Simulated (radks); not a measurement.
Fractional charge and spin in the 1s shell of helium: the spin-up occupation runs from 0 to 1 and the spin-down occupation from 0 to 1; the fullest corner is He, 1s(up 1, down 1). All-electron calculation, scalar-relativistic Kohn-Sham, r2SCAN, spin-polarised, spherical densities, finite nucleus; meta-GGA in the generalised Kohn-Sham scheme; Fermi nuclear charge, rms radius of each element as measured or else 0.836 A^(1/3) + 0.57 fm. Program: a radial shooting solver on a logarithmic mesh with Libxc functionals. Energy (eV) minus the two flat planes that join the four corners (they meet along the diagonal where the two added fractions sum to one electron); zero is where a piecewise linear energy would lie.

| down \ up | 0 | 0.25 | 0.5 | 0.75 | 1 |
|---|---|---|---|---|---|
| 0 | 0.000 | -1.637 | -2.526 | -2.026 | 0.000 |
| 0.25 | -1.637 | -1.280 | -0.142 | - | - |
| 0.5 | -2.526 | -0.142 | 3.006 | -0.095 | -1.893 |
| 0.75 | -2.026 | - | -0.095 | -1.384 | -1.483 |
| 1 | 0.000 | - | -1.893 | -1.483 | 0.000 |

Corners above the fullest one (they belong to He+ and the next ion): (up 1, down 0) 24.622 eV, (up 0, down 1) 24.622 eV, (up 0, down 0) 79.052 eV. With half an added electron in each spin the energy lies 3.006 eV from the planes (fractional-spin error, the static-correlation error of a stretched bond), and with half an added electron in spin up alone -2.526 eV (fractional-charge error). For a frontier s shell over closed shells the exact functional lies on the planes.
